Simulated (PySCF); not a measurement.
Computed shifts of a molecule ClF2H3Si2, HF/pcSseg-1 (PySCF), GIAO, gas phase, atoms alike by connectivity averaged where their shifts nearly agree, in ppm (number of nuclei): ²⁹Si: -8.8 (1), -33.4 (1). ¹⁹F: -127.9 (1), -134.4 (1). ¹H: 5.15 (1), 5.00 (1), 4.84 (1). References: ²⁹Si against TMS (σ = 393.8 ppm); ¹⁹F against CFCl3 (σ = 238.5 ppm); ³⁵Cl against HCl (σ = 958.2 ppm); ¹H against TMS (σ = 31.99 ppm), references at their B3LYP-D3(BJ)/def2-TZVP geometries, non-relativistic (without spin–orbit terms, shifts of atoms bonded to Cl or Br come out too high). Coordinates come from a PBE0-D3(BJ)/def2-SVP optimisation. One conformer was computed; it need not be the lowest.

### Question
Which structure fits?
A) F[Si](F)([SiH3])Cl
B) F[SiH2][Si@H](F)Cl
C) F[SiH](F)[SiH2]Cl

### Answer
C, F[SiH](F)[SiH2]Cl
